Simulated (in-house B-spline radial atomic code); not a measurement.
Ionising As9+ with different functionals

Computed with a B-spline radial code for spherical atoms: non-relativistic Hamiltonian, point nucleus, spin-polarised at highest spin, spherical fractional occupations for the functionals, and exact exchange of hybrids averaged over the configuration. The ionisation energy is the difference of two self-consistent energies, [Ar] 3d6 → [Ar] 3d5, without Breit or QED terms; ε is the level of the shell that loses the electron (its least bound occupied spin orbital). There is no spin-orbit coupling in this Hamiltonian.

```json
{"method": "PBE0", "rung": "global hybrid", "ΔSCF (eV)": "250.04", "-ε(3d) (eV)": "237.61"}
{"method": "B3LYP", "rung": "global hybrid", "ΔSCF (eV)": "250.29", "-ε(3d) (eV)": "236.81"}
{"method": "TPSSh", "rung": "global hybrid", "ΔSCF (eV)": "249.77", "-ε(3d) (eV)": "234.37"}
{"method": "M06-2X", "rung": "global hybrid", "ΔSCF (eV)": "250.03", "-ε(3d) (eV)": "243.43"}
{"method": "BHandHLYP", "rung": "global hybrid", "ΔSCF (eV)": "?", "-ε(3d) (eV)": "?"}
{"method": "r2SCAN0", "rung": "global hybrid", "ΔSCF (eV)": "249.04", "-ε(3d) (eV)": "236.90"}
{"method": "B97-1", "rung": "global hybrid", "ΔSCF (eV)": "250.12", "-ε(3d) (eV)": "236.88"}
{"method": "HSE06", "rung": "range-separated hybrid", "ΔSCF (eV)": "250.00", "-ε(3d) (eV)": "237.12"}
{"method": "wB97X", "rung": "range-separated hybrid", "ΔSCF (eV)": "249.83", "-ε(3d) (eV)": "239.30"}
{"method": "CAM-B3LYP", "rung": "range-separated hybrid", "ΔSCF (eV)": "?", "-ε(3d) (eV)": "?"}
{"method": "LC-wPBE", "rung": "range-separated hybrid", "ΔSCF (eV)": "250.22", "-ε(3d) (eV)": "238.59"}
```

(1) What does CAM-B3LYP give?

(2) What does BHandHLYP give?

(3) Among the functionals, which spreads more, the ΔSCF values or the orbital energies?

(4) How do they compare with the NIST value?

## Answers

(1) ΔSCF 250.20 eV, and -ε(3d) = 238.78 eV.

(2) ΔSCF 249.82 eV, and -ε(3d) = 242.41 eV.

(3) The orbital energies: ΔSCF values span about 1.26 eV and the orbital energies 9.06 eV; here energy differences depend much less on the functional than eigenvalues do.

(4) NIST lists 247 eV ± 2.2 (tabulated theory, ground level to ground level). Errors run from +2.04 to +3.29 eV; all lie within about twice that uncertainty, so the table can't rank the methods.
